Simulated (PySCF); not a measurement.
Species: C₇H₁₀N (doublet state).
Structure used (GFN2-xTB), in Å, numbered top down from 1:
```
atom  x, y, z in Å
C1     2.5475   -0.0533    0.4142
N2     1.3267    0.2707   -0.2938
C3     0.1971   -0.5265    0.0794
C4    -1.1429   -0.3089   -0.6611
C5    -1.5136    1.1663   -0.3775
C6    -1.6973    0.6787    1.0374
C7    -0.6205   -0.3109    1.3665
C8    -1.8835   -0.7383    0.6341
H9     3.3426    0.5999    0.0597
H10    2.8206   -1.0855    0.1918
H11    2.4626    0.0551    1.5044
H12    1.1216    1.2589   -0.2016
H13    0.5067   -1.5757    0.0158
H14   -1.3107   -0.7155   -1.6542
H15   -0.7754    1.9406   -0.5794
H16   -2.4578    1.4301   -0.8488
H17   -0.3337   -0.5715    2.3706
H18   -2.5988   -1.5079    0.8376
```

The hyperfine couplings belong to this conformer and change with its torsions.

The species is `[C@@H]12[C@@H]3[C@@H](NC)[C@H]2[C]1C3` [radical].

Method used: PySCF 2.14.0, UKS B3LYP, pcH-1 on C H N, non-relativistic, mean-field spin-orbit, GIAO. Isolated species at its GFN2-xTB geometry (one conformer only). A GFN2-xTB geometry isn't a minimum of the functional, and hyperfine couplings can be far from their values at a DFT geometry. No stability test was run, so a lower SCF solution isn't excluded.

Question: The isotropic 13C couplings are +425.8, +51.2, -9.0, +6.9, -4.9, +1.5 MHz. Assign them to C3; C4; C5; C6; C7; C8.

Answer: 
```json
{"site": "C3", "a_iso (MHz)": "-4.9", "ρ(0) (bohr⁻³)": "-0.0044", "position": "2 bonds from C6", "distance from C6 (Å)": "2.44", "spin population": "+0.02", "largest |T| (MHz)": "4.4"}
{"site": "C4", "a_iso (MHz)": "+51.2", "ρ(0) (bohr⁻³)": "+0.0456", "position": "2 bonds from C6", "distance from C6 (Å)": "2.04", "spin population": "+0.05", "largest |T| (MHz)": "11.7"}
{"site": "C5", "a_iso (MHz)": "+1.5", "ρ(0) (bohr⁻³)": "+0.0014", "position": "1 bond from C6", "distance from C6 (Å)": "1.51", "spin population": "+0.02", "largest |T| (MHz)": "15.9"}
{"site": "C6", "a_iso (MHz)": "+425.8", "ρ(0) (bohr⁻³)": "+0.3788", "position": "largest spin population", "distance from C6 (Å)": "0.00", "spin population": "+0.86", "largest |T| (MHz)": "128.6"}
{"site": "C7", "a_iso (MHz)": "+6.9", "ρ(0) (bohr⁻³)": "+0.0061", "position": "1 bond from C6", "distance from C6 (Å)": "1.50", "spin population": "-0.01", "largest |T| (MHz)": "7.3"}
{"site": "C8", "a_iso (MHz)": "-9.0", "ρ(0) (bohr⁻³)": "-0.0080", "position": "1 bond from C6", "distance from C6 (Å)": "1.49", "spin population": "+0.01", "largest |T| (MHz)": "12.3"}
```

ρ(0) is the spin density at the nucleus and T the dipolar tensor; entries for several nuclei are means. The largest Mulliken spin population is on C6 (+0.86). The angles at C6 add up to 264.6°, so it is pyramidal.

Class means assume fast exchange of nuclei equivalent by connectivity; if that motion is slow, each nucleus keeps its own coupling.
